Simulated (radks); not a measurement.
Spherical quantum dot in the effective-mass picture: electrons in a well V = -V0 / (1 + exp((r - R)/a)) with V0 = 17.9, R = 3.49, a = 0.25, all in effective atomic units (hartree* = m*/eps^2 hartree, bohr* = eps/m* bohr), one dielectric constant everywhere. Method: non-relativistic Kohn-Sham, LDA (Slater exchange, Perdew-Wang correlation), spin-polarised, spherical densities; computed with a radial shooting solver with Libxc functionals. Levels are named by radial order and angular momentum (1s, 1p, 1d, 2s, ...), and open shells are averaged over m.

N = 36, configuration 1s2 1p6 1d10 2s2 1f14 1g(up 2, down 0). This is the lowest configuration that the search found. Occupied and some empty levels:

level    occupation  eigenvalue (hartree*)  <r> (bohr*)
1s up             1                -3.6801        2.329
1s down           1                -3.6625        2.325
1p up             3                -3.4627        2.409
1p down           3                -3.4441        2.406
1d up             5                -3.0807        2.486
1d down           5                -3.0612        2.485
1f up             7                -2.5578        2.558
1f down           7                -2.5375        2.557
2s up             1                -2.0467        1.626
2s down           1                -2.0402        1.625
1g up             2                -1.9091        2.622
1g down           0                -1.8884        2.622
2p up             0                -1.3923        1.918
2p down           0                -1.3835        1.917
1h up             0                -1.1458        2.682
1h down           0                -1.1248        2.682
2d up             0               -0.61546        2.111
2d down           0               -0.60491        2.111
3s up             0               -0.19388        1.751
3s down           0               -0.18562        1.753

Energy (hartree*): total -337.965, kinetic 50.126, external -610.45, Hartree 241.59, exchange-correlation -19.226.

Electron density:

r (bohr*)  n(r) (e/bohr*^3)
0.100                0.1636
0.352                0.1575
0.604                0.1458
0.856                0.1318
1.11                 0.1225
1.36                 0.1289
1.61                 0.1640
1.86                 0.2349
2.12                 0.3276
2.37                 0.3938
2.62                 0.3697
2.87                 0.2454
3.12                 0.1031
3.37                0.02538
3.63               0.003786
3.88              0.0004020
4.13             0.00003625
4.38              3.216e-06
4.63              2.865e-07
4.88              2.652e-08
